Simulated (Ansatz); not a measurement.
One change: `C[NH][Al]([F])[Cl]` becomes `[F][Al]([Cl])[Cl]`.

Ansatz, PBE0-D4/def2-TZVP geometries, multiplicity 1. Each molecule was computed in one conformer, which needn't be the lowest.

```csv
property,`C[NH][Al]([F])[Cl]`
HOMO energy (ωB97M-V/def2-TZVPP) / eV,-9.61
HOMO energy (PBE/def2-TZVPP) / eV,-5.92
LUMO energy (ωB97M-V/def2-TZVPP) / eV,1.07
HOMO energy (B3LYP/def2-TZVPP) / eV,-7.05
"ideal-gas entropy at 298 K and 1 bar (rigid rotor, harmonic PBE0-D4/def2-TZVP) / J/(mol·K)",352
LUMO energy (PBE0/def2-TZVPP) / eV,-0.57
```

**Question.** What does the change do to each property? (Estimate.)

**Answer.** Computed: 
```csv
property,`[F][Al]([Cl])[Cl]`,shift
HOMO energy (ωB97M-V/def2-TZVPP) / eV,-11.89,-2.28
HOMO energy (PBE/def2-TZVPP) / eV,-8.18,-2.26
LUMO energy (ωB97M-V/def2-TZVPP) / eV,0.41,-0.66
HOMO energy (B3LYP/def2-TZVPP) / eV,-9.33,-2.28
"ideal-gas entropy at 298 K and 1 bar (rigid rotor, harmonic PBE0-D4/def2-TZVP) / J/(mol·K)",311,-41
LUMO energy (PBE0/def2-TZVPP) / eV,-1.31,-0.74
```

With PBE0 the HOMO falls by 2.36 eV and the LUMO falls by 0.74 eV, so the gap widens by about 1.62 eV. PBE moves the HOMO by -2.26 eV and ωB97M-V by -2.28 eV. The zero-point energy changes by -139.4 kJ/mol with -15 modes.

B3LYP here is the variant with VWN-RPA as its local correlation; programs differ in this.
